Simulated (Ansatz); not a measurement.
**Relative stability**

The two ends of one reaction step of GeNH7S, closed shell (PBE0-D4/def2-TZVP).

A:

```xyz
10
angstrom
Ge -1.1631 1.2134 -1.0476
N 1.0210 -1.3108 1.2346
H -1.6335 2.2292 -2.0977
H -2.0042 -0.0722 -1.1540
H -1.3417 1.8032 0.3639
H 0.7203 -2.2442 0.9821
S 0.9675 0.8042 -1.4667
H 1.9520 -1.3864 1.6258
H 0.4093 -0.9828 1.9721
H 1.0723 -0.0536 -0.4123
```

B:

| atom | x (Å) | y (Å) | z (Å) |
| --- | --- | --- | --- |
| Ge1 | -1.4033 | 0.3005 | 0.1879 |
| N2 | -0.0135 | -0.8262 | 0.6757 |
| H3 | -1.7211 | -0.0106 | -1.2791 |
| H4 | -2.6714 | 0.1066 | 1.0479 |
| H5 | -0.8814 | 1.7324 | 0.3618 |
| H6 | 1.5299 | -0.2678 | -0.6729 |
| S7 | 2.3633 | 0.2160 | -1.6304 |
| H8 | 0.2900 | -0.7006 | 1.6328 |
| H9 | -0.2283 | -1.8067 | 0.5467 |
| H10 | 2.7358 | 1.2562 | -0.8703 |

Program: Ansatz 0.2.0. Basis: def2-TZVPP. Cores are frozen in the correlated methods. Filled d shells of the heavier atoms are correlated. The def2 sets are not built for correlating such inner shells, so the correlated values are less sure here. B3LYP uses VWN-RPA correlation.

Q: Which structure is lower at CCSD(T), and by how much? (To be estimated.)

A: Computed: A, by 11.18 kcal/mol (electronic energy, against the other). By their contacts, A is a complex of GeH₄S ([SH][GeH3]) + NH₃ and B is a complex of GeNH₅ ([NH2][GeH3]) + H₂S.

All methods give the same order:

```
      method  E(B) − E(A) (kcal/mol)
       SPW92                   12.78
      PBE-D4                   13.49
     BLYP-D4                   11.96
   r2SCAN-D4                   13.01
      B97M-V                   12.93
     PBE0-D4                   13.49
    B3LYP-D4                   12.13
  r2SCAN0-D4                   13.15
    BHLYP-D4                   12.10
CAM-B3LYP-D4                   11.17
     wB97X-V                   11.70
     wB97M-V                   12.05
      B2PLYP                   11.86
    PBE-QIDH                   12.79
  RPA on PBE                   10.21
          HF                   11.22
         MP2                   11.73
        CCSD                   10.96
     CCSD(T)                   11.18
```

T1 diagnostic: at most 0.011.

Labels in which every atom is bracketed show which atoms are joined, not bond orders.

For scale, one of the runs: CCSD(T)/def2-TZVPP, 219 basis functions (an equivalent command: `ansatz run in.yaml --threads 4`). The run took 80 s on 4 CPU threads (shared host), with 3.2 GiB of host memory at its peak.
